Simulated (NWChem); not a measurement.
System: ZrNH$_{2}$SF; SMILES [Zr]([NH2])(=[S])[F]

All runs: NWChem. def2 effective core potentials on Zr; no spin-orbit coupling. B3LYP is NWChem's, with the RPA form of VWN correlation. Each level has its own optimisation; frequencies are unscaled. One conformer.

| level | r S–Zr (Å) | r F–Zr (Å) | r N–Zr (Å) | r H–N (Å) | highest harmonic frequency (cm⁻¹) | lowest (cm⁻¹) | zero-point energy (kcal/mol) |
|---|---|---|---|---|---|---|---|
| Hartree-Fock/3-21G (all-electron, non-relativistic) | 2.271 | 1.893 | 2.000 | 1.010 | 3721 | 57 | 19.1 |
| B3LYP/3-21G (all-electron, non-relativistic) | 2.267 | 1.895 | 2.005 | 1.026 | 3501 | 109 | 17.8 |
| PBE0/def2-SVP (core potentials) | 2.219 | 1.928 | 2.018 | 1.020 | 3643 | 76 | 17.8 |
